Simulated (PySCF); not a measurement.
Predicted microwave data (PBE0/pcSseg-1 in PySCF (dipole) on a GFN2-xTB geometry, gas phase) for one isomer of C5H14Si2:

* Rotational constants: A = 4274, B = 620.7, C = 569.7 MHz
* Dipole components: |μa| = 0.46 D, |μb| = 0.36 D, |μc| = 0.16 D
* Inertial defect: -45.36 u·Å²
* κ: -0.97

**Question.** Which structure is it? (One computed conformer of each.)
A. `[CH2:1]=[C:2]([CH3:3])[SiH2:4][CH2:5][CH2:6][SiH3:7]` with C1–C2–Si4–C5 -9°, C2–Si4–C5–C6 -69°, Si4–C5–C6–Si7 177°
B. `[CH3:1][CH:2]([CH3:3])[SiH:4]1[CH2:5][SiH2:6][CH2:7]1` with C1–C2–Si4–C5 -172°, C2–Si4–C5–Si6 110°, Si4–C5–Si6–C7 6°, C5–Si6–C7–Si4 -6°, C2–Si4–C7–Si6 -110°
C. `[CH3:1][CH:2]([CH3:3])[SiH2:4]/[CH:5]=[CH:6]/[SiH3:7]` with C1–C2–Si4–C5 -58°, C2–Si4–C5–C6 121°
D. `[CH3:1][CH:2]([CH3:3])/[CH:4]=[CH:5]/[SiH2:6][SiH3:7]` with C1–C2–C4–C5 120°, C4–C5–Si6–Si7 112°
E. `[CH2:1]=[CH:2][SiH2:3][Si@@H:4]([CH3:5])[CH2:6][CH3:7]` with C1–C2–Si3–Si4 -110°, C2–Si3–Si4–C5 89°, Si3–Si4–C6–C7 -56°
F. `[SiH3:1][SiH2:2][CH:3]1[CH2:4][CH2:5][CH2:6][CH2:7]1` with Si1–Si2–C3–C4 178°, Si2–C3–C4–C5 -166°, C3–C4–C5–C6 32°, C4–C5–C6–C7 -9°, C5–C6–C7–C3 -18°

**Answer.** C. It is CC(C)[SiH2]/C=C/[SiH3], a near-prolate asymmetric top, point group C1. The candidates at the same level (rigid rotor, commonest isotopes):

| SMILES | A (MHz) | B (MHz) | C (MHz) | μa (D) | μb (D) | μc (D) | Δ (u·Å²) | point group | rotor |
| --- | --- | --- | --- | --- | --- | --- | --- | --- | --- |
| C=C[SiH2][Si@@H](C)CC | 2869 | 855.9 | 754.2 | 0.32 | 0.47 | 0.09 | -96.52 | C1 | near-prolate asymmetric top |
| CC(C)[SiH]1C[SiH2]C1 | 3108 | 1074 | 1035 | 0.55 | 0.14 | 0.07 | -145.24 | C1 | near-prolate asymmetric top |
| C=C(C)[SiH2]CC[SiH3] | 3682 | 693.0 | 622.9 | 0.57 | 0.19 | 0.16 | -55.15 | C1 | near-prolate asymmetric top |
| CC(C)[SiH2]/C=C/[SiH3] | 4274 | 620.7 | 569.7 | 0.46 | 0.36 | 0.16 | -45.36 | C1 | near-prolate asymmetric top |
| CC(C)/C=C/[SiH2][SiH3] | 3815 | 603.0 | 545.7 | 1.26 | 0.19 | 0.08 | -44.50 | C1 | near-prolate asymmetric top |
| [SiH3][SiH2]C1CCCC1 | 3865 | 851.3 | 742.4 | 0.91 | 0.13 | 0.17 | -43.73 | C1 | near-prolate asymmetric top |

`C=C(C)[SiH2]CC[SiH3]` has A 14 % too low; `CC(C)/C=C/[SiH2][SiH3]` has A 11 % too low; `CC(C)[SiH]1C[SiH2]C1` has C 82 % too high; `C=C[SiH2][Si@@H](C)CC` has B 38 % too high; `[SiH3][SiH2]C1CCCC1` has B 37 % too high. No structure here is proved a minimum.
